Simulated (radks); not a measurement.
Charge is removed step by step from the 5s down level of neutral zirconium, starting from [Kr] 4d2 5s(up 1, down 1). Calculated with a radial shooting solver on a logarithmic mesh with Libxc functionals: scalar-relativistic Kohn-Sham, BLYP, spin-polarised, spherical densities, finite nucleus; open shells are filled with parallel spins first (spin-orbit coupling, left out, can overturn this in heavy ions); Fermi nuclear charge, rms radius 4.2694 fm.

removed (e)  E - E(0) (eV)  eigenvalue (eV)
0                    0.000           -4.000
0.1                  0.425           -4.496
0.2                  0.899           -4.999
0.3                  1.425           -5.509
0.4                  2.001           -6.026
0.5                  2.630           -6.550
0.6                  3.311           -7.080
0.7                  4.046           -7.615
0.8                  4.834           -8.154
0.9                  5.676           -8.688

The mean slope of the eigenvalue, de/dn, is 5.21 eV per electron.
